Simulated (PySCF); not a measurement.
SMILES F[S]=O (FOS), doublet, PBE0/def2-SVP optimised geometry.

```
3

O      1.00    -0.77     0.00
S     -0.48    -0.77     0.00
F     -1.00     0.77     0.00
```

Density from unrestricted PBE0/def2-TZVP in PySCF at that geometry.

Minimum of the electron density along straight lines between bonded atoms, close to the bond critical point (lines longer than 1.1 times the sum of covalent radii, or with two minima, are not listed):

```
bond   length / Å  ρ at the minimum / e bohr⁻³  ∇²ρ there / e bohr⁻⁵  position (fraction from the first atom)
-----  ----------  ---------------------------  --------------------  ---------------------------------------
O1–S2       1.472                        0.283                  0.87                                     0.60
S2–F3       1.631                        0.189                  0.03                                     0.41
```
